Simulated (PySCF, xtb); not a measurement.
C₃H₄BNO₂, SMILES N#CCB(O)C=O. The values are those of a single conformer.

Harmonic wavenumbers (cm⁻¹) from GFN2-xTB (xtb 6.7.1) at its own minimum, in rising order: 27, 77, 107, 176, 273, 358, 381, 453, 576, 682, 732, 794, 863, 918, 1006, 1064, 1146, 1202, 1352, 1384, 1401, 1722, 2409, 2754, 2950, 2985, 3484.

### Question
What does B3LYP-D3(BJ)/def2-SVP run with PySCF give at its own minimum? (An estimate is asked for; the answer gives what the named calculation found.)

### Answer
18, 104, 144, 240, 323, 343, 424, 469, 596, 713, 763, 831, 965, 980, 1002, 1160, 1209, 1266, 1390, 1397, 1474, 1772, 2379, 2928, 3035, 3079, 3626. Paired by order, the mean absolute difference is 54 cm⁻¹ and the zero-point energies are 44.7 and 46.6 kcal/mol.
